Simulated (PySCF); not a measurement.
**Spinor energies of Br³⁰⁺ (bromine, charge +30)**

Start: [He] 2s2 2p1; 2p3/2 filled at m_j = +3/2. Calculated with PySCF 2.14 in an uncontracted even-tempered set (17 s from 11 bohr⁻², ratio 2.4; 12 p from 14 bohr⁻², ratio 2.4; 5 d from 48 bohr⁻², ratio 2.6; 4 f from 72 bohr⁻², ratio 2.6): generalised Hartree-Fock with the X2C-1e Hamiltonian and a Gaussian nucleus; one run each with spin-orbit coupling (SO) screened by Boettger's factors, then bare. This is a chosen level, not necessarily the ground level.

```csv
spinor shell,electrons,"ε, screened SO (eV)","ε, bare SO (eV)",weight of nominal j (bare SO),"rms radius, bare SO (bohr)"
1s1/2,2,-15751.8,-15751.9,1.000,0.0489
2s1/2,2,-3596.2,-3596.2,1.000,0.191
2p3/2,1,-3473.9,-3472.8,1.000,0.167
```

```tsv
quantity	screened SO	bare SO
E (hartree)	-1630.00797	-1629.96868
M_J	3/2	3/2
⟨J²⟩	3.750	3.750
⟨L²⟩	2.000	2.000
⟨S²⟩	0.750	0.750
```

Each row is a mean over spinors that exchange with the open shell spreads, by up to 27.883 eV (2s1/2).
